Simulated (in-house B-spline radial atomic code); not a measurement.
## Ionising the palladium ion Pd⁸⁺ with different functionals

Computed with a radial B-spline atomic code at the basis-set limit: four-component Dirac-Coulomb Hamiltonian, Fermi nucleus of rms radius 4.5318 fm, spin-restricted, spherical fractional occupations for the functionals, and exact exchange of hybrids averaged over the configuration. The ionisation energy is the difference of two self-consistent energies, [Kr] 4d2 → [Kr] 4d1, without Breit or QED terms; ε is the level of the shell that loses the electron (mean over j). The electron is taken from both j subshells in proportion to 2j + 1, so the result is a j average, not the step between ground levels.

| method | rung | ΔSCF (eV) | -ε(4d) (eV) |
| --- | --- | --- | --- |
| B3LYP | global hybrid | ? | ? |
| BHandHLYP | global hybrid | 139.99 | 135.28 |
| CAM-B3LYP | range-separated hybrid | ? | ? |
| HSE06 | range-separated hybrid | 140.07 | 132.26 |

(1) What does B3LYP give?

(2) What does CAM-B3LYP give?

(3) Among the functionals, which spreads more, the ΔSCF values or the orbital energies?

(4) How do they compare with the NIST value?

## Answers

(1) ΔSCF 140.14 eV, and -ε(4d) = 132.19 eV.

(2) ΔSCF 140.09 eV, and -ε(4d) = 134.16 eV.

(3) The orbital energies: ΔSCF values span about 0.15 eV and the orbital energies 3.09 eV; here energy differences depend much less on the functional than eigenvalues do.

(4) NIST lists 141 eV ± 2.2 (tabulated theory, ground level to ground level). Errors run from -1.01 to -0.86 eV; all lie within about twice that uncertainty, so the table can't rank the methods.
